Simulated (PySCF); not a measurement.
## A search over the determinants of Sn₂⁺

Unrestricted PBE0; basis Sn def2-SVP with ECP28; scalar-relativistic core potentials; PySCF 2.14. Outer shells of the fragments: Sn+ 4d10 5s2 5p1; Sn 4d10 5s2 5p2.

Followed along the bond (rough minima from three points):

| 2Ms+1 | unpaired | ⟨S²⟩ at the start | R at minimum (Å) | Te (eV) |
| --- | --- | --- | --- | --- |
| 4 | σ ↑, π ↑↑ | 3.75 | 2.80 | 0.00 |
| 2 | π ↑ | 0.75 | 2.99 | 0.35 |
| 2 | σ ↑, π ↑↓ | 1.76 | 2.81 | 0.39 |
| 2 | σ ↓, π ↑↑ | 1.77 | 2.80 | 0.40 |
| 2 | σ ↑ | 0.76 | 2.83 | 0.92 |

Solutions found at the starting distance of 2.800 Å, counted from the lowest of them; the search is not exhaustive and high or unbound solutions are not listed, so other states can lie among these:

```csv
2Ms+1,unpaired,term,E (eV),⟨S²⟩,⟨Lz²⟩
4,"σ ↑, π ↑↑",⁴Σ⁻,0.00,3.75,0.00
2,"σ ↑, π ↑↓",mixed,0.39,1.76,2.01
2,"σ ↓, π ↑↑",mixed,0.40,1.77,0.00
2,π ↑,²Π,0.46,0.75,1.00
2,σ ↑,mixed,0.93,0.76,2.00
2,π ↑,²Π,1.65,0.75,1.00
4,"σ ↑, π ↑↑",mixed,1.70,3.76,2.01
4,π ↑↑↑,⁴Π,2.36,3.76,1.00
4,"σ ↑↑, π ↑",⁴Π,4.35,3.75,1.00
4,"σ ↑↑, π ↑",⁴Π,5.44,3.75,1.00
4,"σ ↑↑, π ↑↑↓",mixed,6.42,4.76,3.01
```

A term symbol is given only where ⟨S²⟩ and ⟨Lz²⟩ are close to those of a pure state; real π, δ and φ orbitals otherwise mix terms, and g/u labels are left off.

Problem. Compare the gap between the two lowest followed solutions at the starting distance with the gap between their minima.

Solution. At PBE0 the second solution (doublet, unpaired electrons π ↑) lies +0.46 eV from the first (quartet, unpaired electrons σ ↑, π ↑↑) at 2.800 Å and +0.35 eV at the minima; the two curves relax by different amounts, since their minima lie near 2.99 and 2.80 Å.

Spin–orbit coupling is left out.
